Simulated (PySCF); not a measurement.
C₄H₄O, SMILES c1cocc1. Coordinates come from a B3LYP-D3(BJ)/def2-SVP optimisation.

Computed with B3LYP-D3(BJ)/def2-SVP run with PySCF.

Harmonic wavenumbers (cm⁻¹): 616, 631, 744, 758, 864, 891, 894, 906, 1010, 1058, 1105, 1168, 1224, 1281, 1426, 1520, 1603, 3246, 3257, 3277, 3284. Rotational constants (GHz): 9.444, 9.248, 4.672; symmetry number 2.

Task: Work out the zero-point energy and the ideal-gas rigid-rotor harmonic-oscillator thermochemistry at 298.15 K and 1 atm.

Result: ZPE = ½ Σ hcν = ½ × 30765 cm⁻¹ = 184.02 kJ/mol. H − E(el) = 196.19 kJ/mol. Entropy in J/(mol K): translation 161.38, rotation 95.41, vibration 9.55, total 266.34. G − E(el) = 116.78 kJ/mol. Cp = 63.59 J/(mol K).
